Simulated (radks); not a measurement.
Species: Eu XVIII. Configuration: [Kr] 4d10 (the NIST ground configuration). Method: Dirac Kohn-Sham, exchange-only PBE, spin-unpolarised, spherical densities, finite nucleus; Fermi nuclear charge, rms radius 5.1115 fm; computed with a radial shooting solver on a logarithmic mesh with Libxc functionals.

Normalised radial functions P(r) = r R(r) (large component), r in bohr:

r,4d3/2
0.001487,0.0000
0.001905,0.0001
0.002442,0.0002
0.003129,0.0003
0.004009,0.0005
0.005138,0.0010
0.006584,0.0019
0.008437,0.0036
0.01081,0.0069
0.01385,0.0129
0.01775,0.0241
0.02275,0.0442
0.02916,0.0792
0.03736,0.1376
0.04788,0.2296
0.06135,0.3629
0.07862,0.5344
0.1007,0.7164
0.1291,0.8434
0.1654,0.8142
0.212,0.5292
0.2717,-0.0311
0.3482,-0.7302
0.4461,-1.2912
0.5717,-1.4513
0.7326,-1.1729
0.9388,-0.6847
1.203,-0.2762
1.542,-0.0703
1.976,-0.0099

4d3/2: eigenvalue -505.38 eV, 1 radial node at r = 0.269 bohr, <r> = 0.598 bohr, 90 % of the charge inside 0.882 bohr.
